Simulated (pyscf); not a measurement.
Single points on ωB97X-D3(BJ)/def2-SVP structures (PySCF, gas phase).

### Question
What is the homolytic dissociation enthalpy (298 K, ωB97M-D3(BJ)/def2-TZVP) of the Ge–O bond of `[CH3][Al]([OH])[O][Al]([OH])[O][GeH3]`, to H₃C–Al(OH)–O–Al(O•)–OH + GeH₃•?

### Answer
Ge–O to H₃C–Al(OH)–O–Al(O•)–OH + GeH₃•: 4.61 eV. The 7 functionals that were run give +4.50 (r²SCAN) to +4.79 eV (ωB97X-D3(BJ)/def2-TZVP). The radicals are drawn with the spin at the cut bond; how far it spreads was not checked. Other isomers of H₃C–Al(OH)–O–Al(O•)–OH were not searched in full and may lie lower. Elements up to Kr have no core potential and no relativistic terms here.
